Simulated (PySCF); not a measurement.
These are PBE0-D4/def2-TZVP in PySCF values and carry that method's errors. Gas-phase values, no solvent. One relaxed conformer stands for a flexible species; it need not be the lowest. Delta-SCF ions had no search for a lower state. Excitations are Tamm–Dancoff values on a coarser integration grid. The basis has no diffuse functions, so Rydberg states are missing or too high.

Reference species (SMILES): `[SiH3]Cl` (neutral, multiplicity 1).

- vertical ionisation energy (Delta-SCF): 11.46 eV
- S1 oscillator strength: 0.008
- S1–T1 gap (TDA): 0.44 eV
- T1 excitation (TDA): 6.96 eV

After one change: the vertical ionisation energy (Delta-SCF) drops by 2.02 eV; the S1 oscillator strength is nearly the same; the S1–T1 gap (TDA) falls by 0.04 eV; the T1 excitation (TDA) drops by 0.90 eV.

Q: What was changed between the two runs? The new species is one of these.
A. `C#C[SiH2]Cl`
B. `OC[SiH2]Cl` (H–O–C–Si torsion -176°, O–C–Si–Cl torsion 67°)
C. `O=C[SiH2]Cl` (O–C–Si–Cl torsion 180°)
D. `CN[SiH2]Cl` (C–N–Si–Cl torsion 69°)

A: D, `CN[SiH2]Cl` (C–N–Si–Cl torsion 69°)
